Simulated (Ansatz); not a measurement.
## Cost against result

Saddle point of AlH4O2F, singlet (AlH₃O₂ ([OH][AlH][OH]) + HF → AlH₂O₂F ([OH][Al]([OH])[F]) + H₂; bonds formed: H2–H5; dative contacts that become bonds: Al1–F6; bonds broken: Al1–H2, H5–F6), PBE0-D4/def2-TZVP structure:

Al1  (-0.186, -0.124, -0.188)
H2  (1.258, -0.839, 0.286)
O3  (-0.255, 0.577, -1.718)
O4  (-1.614, -0.730, 0.469)
H5  (1.285, 0.268, 0.955)
F6  (0.697, 1.099, 1.081)
H7  (0.493, 0.940, -2.186)
H8  (-1.677, -1.192, 1.301)
(Å)

Barriers are electronic and count from the start structure reached by relaxing down the imaginary mode.

Computed with Ansatz 0.2.0 (basis: as named in each row); correlated methods freeze the cores. B3LYP uses VWN-RPA correlation. Extrapolation: Hartree–Fock as exp(−7.88 √X), correlation as X^−2.97.

Times are rough, for one single point on 2 threads of a shared host (Intel Xeon Platinum 8488C).

The estimate by CCSD(T) at an estimated basis limit (MP2 extrapolated from triple and quadruple zeta, plus CCSD(T) − MP2 in triple zeta) is 3.02 kcal/mol.

```json
{"method": "HF", "basis": "STO-3G", "time (s)": "under 1", "barrier (kcal/mol)": "18.31", "method less estimate": "15.29"}
{"method": "PBE-D4", "basis": "STO-3G", "time (s)": "under 1", "barrier (kcal/mol)": "-2.03", "method less estimate": "-5.05"}
{"method": "SPW92", "basis": "def2-SVP", "time (s)": "under 1", "barrier (kcal/mol)": "-5.14", "method less estimate": "-8.16"}
{"method": "PBE-D4", "basis": "def2-SVP", "time (s)": "under 1", "barrier (kcal/mol)": "-2.17", "method less estimate": "-5.19"}
{"method": "B3LYP-D4", "basis": "6-31G", "time (s)": "under 1", "barrier (kcal/mol)": "3.98", "method less estimate": "0.96"}
{"method": "PBE0-D4", "basis": "def2-SVP", "time (s)": "under 1", "barrier (kcal/mol)": "0.09", "method less estimate": "-2.93"}
{"method": "SPW92", "basis": "def2-TZVPP", "time (s)": "1", "barrier (kcal/mol)": "-3.56", "method less estimate": "-6.58"}
{"method": "PBE-D4", "basis": "def2-TZVPP", "time (s)": "2", "barrier (kcal/mol)": "-0.72", "method less estimate": "-3.74"}
{"method": "BLYP-D4", "basis": "def2-TZVPP", "time (s)": "2", "barrier (kcal/mol)": "0.42", "method less estimate": "-2.60"}
{"method": "PBE0-D4", "basis": "def2-TZVPP", "time (s)": "2", "barrier (kcal/mol)": "1.05", "method less estimate": "-1.97"}
{"method": "B3LYP-D4", "basis": "def2-TZVPP", "time (s)": "2", "barrier (kcal/mol)": "1.62", "method less estimate": "-1.41"}
{"method": "CCSD(T)", "basis": "def2-SVP", "time (s)": "2", "barrier (kcal/mol)": "2.97", "method less estimate": "-0.05"}
{"method": "BHLYP-D4", "basis": "def2-TZVPP", "time (s)": "2", "barrier (kcal/mol)": "3.70", "method less estimate": "0.67"}
{"method": "wB97M-V", "basis": "def2-SVP", "time (s)": "2", "barrier (kcal/mol)": "1.09", "method less estimate": "-1.93"}
{"method": "r2SCAN-D4", "basis": "def2-TZVPP", "time (s)": "2", "barrier (kcal/mol)": "-0.29", "method less estimate": "-3.31"}
{"method": "CAM-B3LYP-D4", "basis": "def2-TZVPP", "time (s)": "3", "barrier (kcal/mol)": "1.66", "method less estimate": "-1.36"}
{"method": "r2SCAN0-D4", "basis": "def2-TZVPP", "time (s)": "3", "barrier (kcal/mol)": "1.23", "method less estimate": "-1.79"}
{"method": "B2PLYP", "basis": "def2-TZVPP", "time (s)": "4", "barrier (kcal/mol)": "2.15", "method less estimate": "-0.87"}
{"method": "RPA on PBE", "basis": "def2-TZVPP", "time (s)": "4", "barrier (kcal/mol)": "2.97", "method less estimate": "-0.05"}
{"method": "PBE-QIDH", "basis": "def2-TZVPP", "time (s)": "4", "barrier (kcal/mol)": "2.25", "method less estimate": "-0.77"}
{"method": "B97M-V", "basis": "def2-TZVPP", "time (s)": "4", "barrier (kcal/mol)": "2.71", "method less estimate": "-0.31"}
{"method": "wB97M-V", "basis": "def2-TZVPP", "time (s)": "5", "barrier (kcal/mol)": "2.42", "method less estimate": "-0.60"}
{"method": "wB97X-V", "basis": "def2-TZVPP", "time (s)": "6", "barrier (kcal/mol)": "2.27", "method less estimate": "-0.75"}
{"method": "MP2", "basis": "def2-QZVPP", "time (s)": "13", "barrier (kcal/mol)": "2.32", "method less estimate": "-0.70"}
{"method": "CCSD(T)", "basis": "def2-TZVPP", "time (s)": "43", "barrier (kcal/mol)": "3.05", "method less estimate": "0.03"}
```

All methods are single points on the PBE0-D4 structures; a negative value means that the method puts the saddle structure below the start.

T1 diagnostic: at most 0.013.

Labels in which every atom is bracketed show which atoms are joined, not bond orders.
